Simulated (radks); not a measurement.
P+, configuration [Ne] 3s2 3p1 7d1 (not the ground configuration).

All-electron calculation, scalar-relativistic Kohn-Sham, BLYP, spin-polarised, spherical densities, finite nucleus; open shells are filled with parallel spins first; Fermi nuclear charge, rms radius 3.1889 fm. Program: a radial shooting solver on a logarithmic mesh with Libxc functionals.

Energy parts (eV):
total: -9281.609
kinetic: 9312.371
electron-nucleus: -21858.823
Hartree: 3880.381
exchange-correlation: -615.538

Orbitals (lengths in bohr, moments of r in powers of bohr; r(max) is where P^2 peaks; r(90%) holds 90 % of the orbital's charge):
orbital  occ.  eigenvalue (eV)    <1/r>  r(90%)   r(max)
1s up       1        -2108.356    14.65   0.185  0.06764
1s down     1        -2108.207    14.65   0.185  0.06763
2s up       1        -195.9477    2.823   0.817   0.4185
2s down     1        -195.7957    2.823   0.817   0.4186
2p up       3        -146.7503    2.715   0.811   0.3531
2p down     3        -146.5433    2.715   0.810   0.3532
3s up       1         -33.0250   0.7889    2.59    1.508
3s down     1         -31.7405   0.7894    2.62    1.501
3p up       1         -23.3311   0.6853    2.99    1.668
7d up       1          -1.2078  0.05369    36.3    30.22

The highest occupied level is 7d up at -1.208 eV. The density falls to 0.001 e/bohr^3 at r = 3.47 bohr. Summed over all electrons, <r^2> = 837.0 bohr^2, which gives a Langevin (diamagnetic) susceptibility term of -663 x 10^-6 cm^3/mol. The spin density at the nucleus is -0.11572 e/bohr^3 (1s -0.09857, 2s 0.04794, 3s -0.06509). Spin moment in Bohr magnetons: 2. The electron density at the nucleus is 2399 e/bohr^3 (large components only).

Empty levels of this run are not shown, since the potential may be unsettled where no density lies.
